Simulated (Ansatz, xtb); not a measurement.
**Ranking isomers of C5H6N4**

4 gas-phase structures of C5H6N4, from a drawn sample of its isomers (lower ones may exist). Each was relaxed with GFN2-xTB; where two conformers were screened, the lower at r2SCAN-D4/def2-SVP is listed:

A. `[H]/N=C\c1ncc(N)cn1`, a singlet
B. `N=C1C=NC(=CN)N=C1`, a singlet
C. `[H]/N=C\C1N=CC(=N)C=N1`, a singlet
D. `[H]/N=C/c1ncc(N)cn1`, a singlet

Problem. Make a reasoned guess at their ranking by r2SCAN-D4/def2-SVP single-point energy.

Solution. Calculated order at r2SCAN-D4/def2-SVP: A (0.0), D (16.7), B (41.7), C (175.1) kJ/mol.

Energies above the lowest of each column, in kJ/mol; the last columns are at PBE-D3(BJ)/def2-SVP geometries and were run for some of them only (a dash: not run or not comparable):

| structure | GFN2-xTB | HF/STO-3G | r2SCAN-D4/def2-SVP | PBE-D3(BJ)/def2-SVP | CCSD(T)/def2-SVP + ΔMP2/def2-TZVPP |
| --- | --- | --- | --- | --- | --- |
| A | 0.0 | 0.0 | 0.0 | 0.0 | 0.0 |
| D | 18.2 | 21.3 | 16.7 | – | – |
| B | 58.4 | 120.3 | 41.7 | 38.1 | 57.8 |
| C | 153.9 | 158.0 | 175.1 | 163.8 | 128.6 |

Every level run on A puts it lowest or level with the lowest. Flexible structures stand in one conformer each, not always the lowest. Frequencies (GFN2-xTB) were run for A, B, C alone. ΔMP2 is the change of the MP2 energy from the smaller to the larger basis.

Over these structures GFN2-xTB departs from r2SCAN-D4/def2-SVP by 10.2 kJ/mol on average once a common shift is removed. A GFN2-xTB relaxation took about 0.32 s and the r2SCAN-D4/def2-SVP energy about 6.3 s on a shared host (Ansatz 0.2.0, xtb 6.7.1).
